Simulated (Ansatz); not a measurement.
```yaml
crystal:
  periodic: [false, false, false]
  atoms:
    - {symbol: C, position_ang: [0.102445, 3.297556, 0.476544]}
    - {symbol: C, position_ang: [0.334038, 0.817727, 0.318055]}
    - {symbol: Si, position_ang: [0.161605, -2.393109, 1.556493]}
    - {symbol: C, position_ang: [0.177497, -1.109763, -1.735553]}
    - {symbol: Br, position_ang: [-2.672870, -1.053135, -4.009666]}
    - {symbol: H, position_ang: [0.179492, 4.266805, 2.280487]}
    - {symbol: H, position_ang: [-0.199210, 4.451141, -1.197537]}
    - {symbol: H, position_ang: [2.426808, -3.756467, 2.467481]}
    - {symbol: H, position_ang: [-2.248190, -3.238383, 2.681345]}
    - {symbol: H, position_ang: [1.895609, -1.379129, -2.831978]}
basis:
  gaussian: {orbitals: def2-mTZVP, point_charges: [{charge: 2.00, position_ang: [4.947, -0.230, -0.015]}]}
hamiltonian: {xc: {name: BHLYP}}
output: {forces: true}
```

```sh
$ ansatz run in.yaml --threads 4 --pin off --events-out ev --progress --plain --max-ram 10444MiB
```

It prints (some lines left out):

```
Functional definition: BHLYP
1204 factors; integrals over basis functions are off by at most 2.6e-4 eV
mean field evaluation 1: about -81051.2082 eV, gradient 6.2e1 eV
mean field evaluation 2: about -80798.6443 eV, gradient 1.5e2 eV
mean field evaluation 4: about -81043.0443 eV, gradient 6.6e1 eV
mean field evaluation 8: about -81072.9486 eV, gradient 1.4e1 eV
mean field evaluation 16: about -81074.9713 eV, gradient 2.1e-2 eV
mean field evaluation 32: about -81074.9107 eV, gradient 5.0e-1 eV
mean field -81074.97132280 eV, -2979.4502415237 hartree, gradient 4.5e-6 eV, S^2 0.000000; 6 other end points of the search recorded, 0 dependent functions left out
reference -81074.97164230 eV, -2979.4502532650 hartree; 36, 36 occupied and 94, 94 virtual orbitals, 1204 factors
Total energy: -81074.97164230 eV, -2979.4502532650 hartree
Atom 0 at     0.102445     3.297556     0.476544 Å, force     0.093998     1.280947     0.021536 eV/Å
Atom 1 at     0.334038     0.817727     0.318055 Å, force    -0.065464     1.252095    -0.008722 eV/Å
Atom 2 at     0.161605    -2.393109     1.556493 Å, force    -0.435702    -1.246628     1.124359 eV/Å
Atom 3 at     0.177497    -1.109763    -1.735553 Å, force     1.966622    -0.050854    -1.929227 eV/Å
Atom 4 at    -2.672870    -1.053135    -4.009666 Å, force     1.038091    -0.020080     0.750677 eV/Å
Atom 5 at     0.179492     4.266805     2.280487 Å, force    -0.231188    -1.414585    -3.228900 eV/Å
Atom 6 at    -0.199210     4.451141    -1.197537 Å, force     0.355990    -1.734317     3.037095 eV/Å
Atom 7 at     2.426808    -3.756467     2.467481 Å, force    -1.556184     1.121299    -0.692446 eV/Å
Atom 8 at    -2.248190    -3.238383     2.681345 Å, force     1.926671     0.548963    -0.800739 eV/Å
Atom 9 at     1.895609    -1.379129    -2.831978 Å, force    -2.713281     0.398465     1.794289 eV/Å
Dipole moment:    -0.953834     0.967130     0.505177 e Å
```

Problem. What is wrong with this run?

Solution. The coordinates are in bohr but typed as ångström. The run converged. The result belongs to that input, not to the molecule as meant.
